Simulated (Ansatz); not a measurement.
A series at Ge: from `[SiH3][GeH]([SiH3])[SiH3]`, ligands are replaced one by one, each step taking up H₂O and setting free SiH₄; n counts the steps. Ansatz, PBE0-D4/def2-TZVP geometries. Each molecule was computed in one conformer, which needn't be the lowest.

| n | molecule | HOMO energy, ωB97M-V/def2-TZVPP (eV) |
| --- | --- | --- |
| 0 | `[SiH3][GeH]([SiH3])[SiH3]` | ? |
| 1 | `[OH][GeH]([SiH3])[SiH3]` | -9.59 |
| 2 | `[OH][GeH]([OH])[SiH3]` | -10.03 |
| 3 | `[OH][GeH]([OH])[OH]` | -11.35 |

By hand: fit a straight line y = ȳ + b (n − n̄) to the 3 given rows and predict n = 0.

n̄ = 2.000, ȳ = -10.323; Σ(n − n̄)(y − ȳ) = -1.760, Σ(n − n̄)² = 2.000, so b = -0.880 eV a step. Prediction: -10.323 + (-0.880) × (-2.000) = -8.56 eV.

By hand: compare with the computed value, -9.86 eV, and give the steps along the whole series.

The line misses by -1.30 eV (computed minus predicted). Steps: 0.27, -0.44, -1.32 eV.

The steps change sign along the series, so a line is a poor guide. The highest orbital can change its character along such a series. The miss is 73.9 % of the series' range.
